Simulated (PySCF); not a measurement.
**Spinor energies of Zr⁺ (zirconium, charge +1)**

Start: [Kr] 4d2 5s1; 4d3/2 filled at m_j = +1/2, +3/2; 5s1/2 filled at m_j = -1/2. Calculated with PySCF 2.14 in x2c-QZVPPall-2c: generalised Hartree-Fock with the X2C-1e Hamiltonian and a Gaussian nucleus; one run each with spin-orbit coupling (SO) switched off, then screened by Boettger's factors.

```
spinor shell  electrons  ε, spin-free (eV)  ε, screened SO (eV)  weight of nominal j (screened SO)  rms radius, screened SO (bohr)
       1s1/2          2           -18104.8             -18104.0                              1.000                          0.0426
       2s1/2          2            -2586.3              -2586.0                              1.000                           0.176
       2p1/2          2            -2300.8              -2360.1                              1.000                           0.154
       2p3/2          4            -2300.8              -2272.8                              1.000                           0.158
       3s1/2          2            -460.65              -460.55                              1.000                           0.487
       3p1/2          2            -364.90              -374.72                              1.000                           0.489
       3p3/2          4            -364.90              -360.18                              1.000                           0.499
       3d3/2          4            -207.72              -209.37                              0.992                           0.493
       3d5/2          6            -207.72              -206.49                              0.995                           0.497
       4s1/2          2            -74.693              -74.648                              1.000                            1.30
       4p1/2          2            -47.226              -50.057                              0.759                            1.47
       4p3/2          4            -47.226              -45.792                              0.880                            1.47
       4d3/2          2            -15.327              -15.354                              0.753                            2.29
       5s1/2          1            -12.444              -12.432                              0.999                            3.74
```

| quantity | spin-free | screened SO |
| --- | --- | --- |
| E (hartree) | -3595.85418 | -3596.20471 |
| M_J | 3/2 | 3/2 |
| ⟨J²⟩ | 6.761 | 6.391 |
| ⟨L²⟩ | 12.009 | 11.986 |
| ⟨S²⟩ | 3.752 | 3.740 |

The determinant has a definite M_J but mixes levels of different J.

Each row is a mean over spinors that exchange with the open shell spreads, by up to 2.607 eV (4p1/2).

Rows whose weight is well below 1 are mixtures of j = l ± 1/2: exchange outweighs spin-orbit coupling there, and the label is only the starting occupation.

Breit and QED terms are absent; they matter most for the inner s and p1/2 levels.

Densities and radii are taken from the X2C orbitals without a picture-change correction, which distorts them close to the nucleus.

Without spin-orbit coupling the j labels of p, d and f shells carry no meaning; the spin-free column gives the mean over the occupied spinors of each nl shell, and its ⟨J²⟩ belongs to a mixture of degenerate components.
